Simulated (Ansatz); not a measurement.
The molecule LiN, multiplicity 3 (lowest of 2S+1 = 1, 3, 5 at CCSD(T)/def2-TZVPP on PBE0 minima; our sources give no spin for the ground state, which may be another).

```json
[
 {"level": "SVWN5/def2-TZVPP", "bond energy D_e (kcal/mol)": "48.30", "minus CCSD(T)/def2-QZVPP": "12.06"},
 {"level": "PBE/def2-TZVPP", "bond energy D_e (kcal/mol)": "43.35", "minus CCSD(T)/def2-QZVPP": "7.12"},
 {"level": "r2SCAN/def2-TZVPP", "bond energy D_e (kcal/mol)": "36.60", "minus CCSD(T)/def2-QZVPP": "0.36"},
 {"level": "B97M-V/def2-TZVPP", "bond energy D_e (kcal/mol)": "39.90", "minus CCSD(T)/def2-QZVPP": "3.67"},
 {"level": "B3LYP/def2-TZVPP", "bond energy D_e (kcal/mol)": "42.53", "minus CCSD(T)/def2-QZVPP": "6.30"},
 {"level": "PBE0/def2-TZVPP", "bond energy D_e (kcal/mol)": "37.49", "minus CCSD(T)/def2-QZVPP": "1.25"},
 {"level": "BHLYP/def2-TZVPP", "bond energy D_e (kcal/mol)": "36.13", "minus CCSD(T)/def2-QZVPP": "-0.11"},
 {"level": "CAM-B3LYP/def2-TZVPP", "bond energy D_e (kcal/mol)": "42.51", "minus CCSD(T)/def2-QZVPP": "6.27"},
 {"level": "wB97X-V/def2-TZVPP", "bond energy D_e (kcal/mol)": "39.83", "minus CCSD(T)/def2-QZVPP": "3.60"},
 {"level": "wB97M-V/def2-TZVPP", "bond energy D_e (kcal/mol)": "42.24", "minus CCSD(T)/def2-QZVPP": "6.01"},
 {"level": "B2PLYP/def2-TZVPP", "bond energy D_e (kcal/mol)": "38.33", "minus CCSD(T)/def2-QZVPP": "2.09"},
 {"level": "CCSD/aug-cc-pVTZ", "bond energy D_e (kcal/mol)": "33.25", "minus CCSD(T)/def2-QZVPP": "-2.99"},
 {"level": "CCSD/def2-TZVPP", "bond energy D_e (kcal/mol)": "29.71", "minus CCSD(T)/def2-QZVPP": "-6.53"},
 {"level": "CCSD/def2-QZVPP", "bond energy D_e (kcal/mol)": "34.22", "minus CCSD(T)/def2-QZVPP": "-2.02"},
 {"level": "CCSD(T)/aug-cc-pVTZ", "bond energy D_e (kcal/mol)": "35.23", "minus CCSD(T)/def2-QZVPP": "-1.01"},
 {"level": "CCSD(T)/def2-TZVPP", "bond energy D_e (kcal/mol)": "31.34", "minus CCSD(T)/def2-QZVPP": "-4.90"},
 {"level": "CCSD(T)/def2-QZVPP", "bond energy D_e (kcal/mol)": "36.24", "minus CCSD(T)/def2-QZVPP": "0.00"}
]
```

 The comparison column counts from a level with limits of its own.

The rows run from 29.71 (CCSD/def2-TZVPP) to 48.30 kcal/mol (SVWN5/def2-TZVPP). From def2-TZVPP to def2-QZVPP CCSD(T) changes by 4.90. The 11 functionals in def2-TZVPP without D3 or D4 span 12.17, from BHLYP to SVWN5.

D_e counts from the fitted minimum to each atom's lowest state at the same level, without counterpoise.

Correlated levels freeze the inner cores; with def2 sets outer-core shells near the valence are correlated too.

Programs: Ansatz (Gaussian basis) for Hartree–Fock, density functionals and correlated methods. Each number belongs to the level named beside it.

Ansatz is an electronic-structure program.
